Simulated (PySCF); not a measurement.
# Electron correlation in Ta (tantalum, neutral)

[Xe] 4f14 5d4 6s1, high-spin 6D determinant (an excited configuration). Calculation: PySCF 2.14, in aug-cc-pwCVDZ-PP with ECP60MDF (6s6p5d3f, 70 functions); a scalar-relativistic core potential. Frozen: 5s2 5p6; 5 electrons correlated.

```csv
level,correlation energy (mhartree)
CCSD,-58.37
(T),-1.45
CCSD(T),-59.82
```

Diagnostics: T1 = 0.0089, D1 = 0.0152, largest double amplitude 0.026.

Spin-orbit coupling, absent here, splits the open shell strongly.

Cost of the coupled-cluster step: of the order of 7 core-seconds, for 5 correlated electrons.

Iterations:

```
CC2 = 0
CCSD nocc = (np.int64(5), np.int64(0)), nmo = (66, 66)
frozen orbitals [[0, 1, 2, 3], [0, 1, 2, 3]]
max_cycle = 100
direct = 0
conv_tol = 1e-08
conv_tol_normt = 1e-06
diis_space = 8
diis_start_cycle = 0
Init t2, MP2 energy = -0.0483539406293319
Init E_corr(UCCSD) = -0.0483539406371054
cycle = 1  E_corr(UCCSD) = -0.0556927489991922  dE = -0.00733880836  norm(t1,t2) = 0.0395424
cycle = 2  E_corr(UCCSD) = -0.0572366771564615  dE = -0.00154392816  norm(t1,t2) = 0.0187085
cycle = 3  E_corr(UCCSD) = -0.0584034417514922  dE = -0.0011667646  norm(t1,t2) = 0.010935
cycle = 4  E_corr(UCCSD) = -0.0583451179226002  dE = 5.83238289e-05  norm(t1,t2) = 0.00207318
cycle = 5  E_corr(UCCSD) = -0.0583678309287744  dE = -2.27130062e-05  norm(t1,t2) = 0.000498937
cycle = 6  E_corr(UCCSD) = -0.058366102226984  dE = 1.72870179e-06  norm(t1,t2) = 0.000134602
cycle = 7  E_corr(UCCSD) = -0.05836697674281  dE = -8.74515826e-07  norm(t1,t2) = 5.18543e-05
cycle = 8  E_corr(UCCSD) = -0.0583671970328813  dE = -2.20290071e-07  norm(t1,t2) = 2.26131e-05
cycle = 9  E_corr(UCCSD) = -0.058366907250744  dE = 2.89782137e-07  norm(t1,t2) = 5.51527e-06
cycle = 10  E_corr(UCCSD) = -0.0583669863555229  dE = -7.91047789e-08  norm(t1,t2) = 1.71564e-06
cycle = 11  E_corr(UCCSD) = -0.0583669860697432  dE = 2.85779664e-10  norm(t1,t2) = 6.41663e-07
UCCSD converged
E(UCCSD) = -56.7920348129678  E_corr = -0.05836698606974324
UCCSD(T) correction = -0.00144808148970087
```
